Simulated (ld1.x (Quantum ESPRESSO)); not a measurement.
## Ru (Z = 44), PAW: configuration errors across variants

* Element: ruthenium (Ru)
* Generator: ld1.x (Quantum ESPRESSO) 7.5
* Type: PAW
* Functional: PBE
* Relativity: scalar-relativistic
* Frozen core: [Kr]
* Valence charge: 8
* Reference configuration: 4d7 5s1 5p0
* Partial waves: 5s (bound): rcut 2.10, rcutus 2.85 bohr; 5s channel at 2.65 Ry: rcut 2.10, rcutus 2.85 bohr; 5p (bound, empty): rcut 3.75, rcutus 4.30 bohr; 5p channel at 0.8 Ry: rcut 3.75, rcutus 4.30 bohr; 4d (bound): rcut 1.30, rcutus 1.50 bohr; 4d channel at 0.25 Ry: rcut 1.30, rcutus 1.50 bohr
* Local potential: all-electron potential smoothed inside 3.50 bohr (lloc = -2)
* Core correction: Bessel-smoothed model core inside 0.75 bohr
* Augmentation charge: PSQ, inside the norm-conserving radii

All-electron excitation energies from the reference (eV): (1) 4d7 5s0 5p0 7.292; (2) 4d6 5s0 5p0 25.479; (3) 4d5 5s0 5p0 56.101; (4) 4d8 5s0 5p0 -0.333; (5) 4d7 5s0.5 5p0 2.863; (6) 4d7.5 5s0.5 5p0 -0.317; (7) 4d4 5s0 5p0 100.614.

1 further variants failed, have other tests or too few solved ones, and are left out.

Errors AE − PS in meV (a dash: test not solved or not reliable):

```tsv
change	(1)	(2)	(3)	(4)	(5)	(6)	(7)	bound ghosts
base	-4.3	-66	-432	-27	-1.3	-8.4	-1372	none
all radii but the core radius scaled by about 1.12 (s 3.18, p 4.82, d 1.68 bohr, rcut 2.34/4.20/1.46); local potential all-electron potential smoothed inside 3.92 bohr (lloc = -2)	-4.4	-71	-467	-29	-1.3	-9.0	-1468	none
all radii but the core radius scaled by about 1.21 (s 3.46, p 5.22, d 1.82 bohr, rcut 2.56/4.56/1.58); local potential all-electron potential smoothed inside 4.26 bohr (lloc = -2)	-4.4	-77	-503	-31	-1.1	-9.4	-1561	none
all radii but the core radius scaled by about 1.33 (s 3.80, p 5.74, d 2.00 bohr, rcut 2.80/5.00/1.74); local potential all-electron potential smoothed inside 4.66 bohr (lloc = -2)	-5.1	-72	-497	-24	-1.1	-7.1	-1587	none
```

Give the same row for: all radii but the core radius scaled by about 0.88 (s 2.50, p 3.78, d 1.32 bohr, rcut 1.84/3.30/1.14); local potential all-electron potential smoothed inside 3.08 bohr (lloc = -2).

-4.2, -64, -413, -26, -1.3, -8.0, -1311; bound ghosts: none.
